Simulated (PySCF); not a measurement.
Rigid-rotor lines calculated for a species of formula BrH6NSi2 (commonest isotopes; PBE0-D3(BJ)/def2-SVP geometry optimisation, gas phase (PySCF 2.14.0)), labelled J(Ka,Kc):

| transition | MHz |
| --- | --- |
| 1(0,1) ← 0(0,0) | 2303.5 |
| 2(1,1) ← 1(1,0) | 4801.0 |
| 1(1,1) ← 0(0,0) | 5708.3 |
| 2(0,2) ← 1(0,1) | 4598.9 |
| 2(1,2) ← 1(1,1) | 4412.8 |

Task: Find the rotational constants.

Result: 1(0,1) ← 0(0,0) is B + C, 2(1,1) ← 1(1,0) is 3B + C and 2(1,2) ← 1(1,1) is B + 3C, so B − C is half the difference of the last two, 194.1 MHz. 1(1,1) ← 0(0,0) is A + C. A = 4653.6, B = 1248.8, C = 1054.7 MHz.

Task: What moments of inertia, asymmetry and inertial defect follow?

Result: I = 505379 MHz·u·Å² over each constant: Ia = 108.60, Ib = 404.70, Ic = 479.17 u·Å²; κ = (2B − A − C)/(A − C) = -0.892 (asymmetric top); Δ = Ic − Ia − Ib = -34.12 u·Å².

Task: Which dipole components do these lines need?

Result: μa and μb (a-type: ΔKa even, ΔKc odd; b-type: both odd). The calculation gives |μa| = 1.55 D, |μb| = 0.53 D, |μc| = 0.02 D.

Task: Where do these fall, and of which type are they? 2(1,2) ← 1(0,1); 4(3,2) ← 4(2,3); 3(1,2) ← 3(0,3); 3(2,2) ← 3(1,3); 4(2,3) ← 3(1,2); 4(2,2) ← 3(2,1); 4(4,0) ← 3(3,1); 3(1,3) ← 2(0,2); 4(3,2) ← 3(2,1); 2(2,0) ← 2(1,1); 3(0,3) ← 2(1,2); 3(1,2) ← 2(1,1); 2(2,1) ← 1(1,0); 4(0,4) ← 3(0,3); 3(2,1) ← 2(1,2).

Result: 
```json
{"transition": "3(0,3) ← 2(1,2)", "MHz": "3659", "type": "b", "branch": "R"}
{"transition": "3(1,2) ← 3(0,3)", "MHz": "4119", "type": "b", "branch": "Q"}
{"transition": "3(1,2) ← 2(1,1)", "MHz": "7196", "type": "a", "branch": "R"}
{"transition": "2(1,2) ← 1(0,1)", "MHz": "7818", "type": "b", "branch": "R"}
{"transition": "4(0,4) ← 3(0,3)", "MHz": "9134", "type": "a", "branch": "R"}
{"transition": "4(2,2) ← 3(2,1)", "MHz": "9287", "type": "a", "branch": "R"}
{"transition": "3(1,3) ← 2(0,2)", "MHz": "9833", "type": "b", "branch": "R"}
{"transition": "2(2,0) ← 2(1,1)", "MHz": "10223", "type": "b", "branch": "Q"}
{"transition": "3(2,2) ← 3(1,3)", "MHz": "11093", "type": "b", "branch": "Q"}
{"transition": "2(2,1) ← 1(1,0)", "MHz": "15016", "type": "b", "branch": "R"}
{"transition": "4(3,2) ← 4(2,3)", "MHz": "17536", "type": "b", "branch": "Q"}
{"transition": "3(2,1) ← 2(1,2)", "MHz": "17747", "type": "b", "branch": "R"}
{"transition": "4(2,3) ← 3(1,2)", "MHz": "19136", "type": "b", "branch": "R"}
{"transition": "4(3,2) ← 3(2,1)", "MHz": "26704", "type": "b", "branch": "R"}
{"transition": "4(4,0) ← 3(3,1)", "MHz": "33729", "type": "b", "branch": "R"}
```

Task: Which structure gave them?

Result: `N[SiH2][SiH2]Br`, point group C1. Three constants can't fix a structure by themselves; this is the one that was computed:
```xyz
10
BrH6NSi2 angstrom
N     -1.538    0.413   -0.684
Si    -0.656   -0.606    0.404
Si     1.594   -0.092    0.002
Br     1.722    2.150    0.166
H     -2.544    0.314   -0.765
H     -1.270    1.392   -0.730
H     -0.899   -0.420    1.876
H     -0.954   -2.037    0.087
H      2.051   -0.459   -1.371
H      2.545   -0.670    0.998
```

The values belong to one conformer (point group C1) with, in the numbering `[NH2:1][SiH2:2][SiH2:3][Br:4]`, H–N1–Si2–Si3 174° and -47°, N1–Si2–Si3–Br4 52°. No PBE0-D3(BJ)/def2-SVP frequencies stand behind this structure, so it isn't proved a minimum. These are rigid-rotor constants of the computed structure; measured ground-state constants (B0) also hold zero-point vibration. A rigid rotor knows nothing of inversion at nitrogen, which can split or shift real lines. Quadrupole hyperfine structure (14N, 79Br) is left out.
